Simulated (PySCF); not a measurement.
Computed shifts of a molecule C₂H₁₀OSi₃, HF/pcSseg-1 (PySCF), GIAO, gas phase, atoms alike by connectivity averaged where their shifts nearly agree, in ppm (number of nuclei): ²⁹Si: -3.4 (1), -27.6 (1), -59.2 (1). ¹³C: 43.4 (1), -13.4 (1). ¹H: 4.77 (2), 4.32 (2), 3.98 (3), 3.75 (1), 0.34 (1), 0.23 (1). References: ²⁹Si against TMS (σ = 393.8 ppm); ¹³C against TMS (σ = 192.6 ppm); ¹⁷O against H2O (σ = 333.0 ppm); ¹H against TMS (σ = 31.99 ppm), references at their B3LYP-D3(BJ)/def2-TZVP geometries, non-relativistic. Geometry: PBE0-D3(BJ)/def2-SVP. The values are those of a single conformer.

Problem. Pick the molecule that these values belong to.
A) C[SiH2][SiH2]C(=O)[SiH3]
B) C=C([SiH3])[SiH2]O[SiH3]
C) [SiH3][C@H]1O[SiH2]C[SiH2]1
D) [SiH3][C@@H]1O[C@H]([SiH3])[SiH2]1

Solution. C, [SiH3][C@H]1O[SiH2]C[SiH2]1
